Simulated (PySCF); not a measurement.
**Be: excitation energy**

Be [He] 2s2 (1S) → Be [He] 2s1 2p1 (3P), as a difference of total energies. All numbers are calculated (PySCF 2.14, the spin-free X2C one-electron Hamiltonian (Gaussian nucleus), in ANO-RCC-VTZP (4s3p2d1f, 30 functions)). Correlated levels: valence: 1s2 frozen. The calculations carry no spin-orbit coupling.

Question: Order these methods by the excitation energy they give, lowest first.
A. CCSD (valence)
B. UHF
C. SCS-MP2 (valence)
D. MP2 (valence)

Answer: B (13016 cm⁻¹), D (18507 cm⁻¹), C (20065 cm⁻¹), A (22132 cm⁻¹).

Errors of the correlated levels include the incompleteness of this basis and the frozen core.

The basis was made for the ground configuration and has no added diffuse functions, so the excitation energy can come out too high.

With two correlated electrons CCSD is exact in that space.

For comparison: 21980 cm⁻¹ (measured; NIST levels, between the centres of gravity of the two terms).
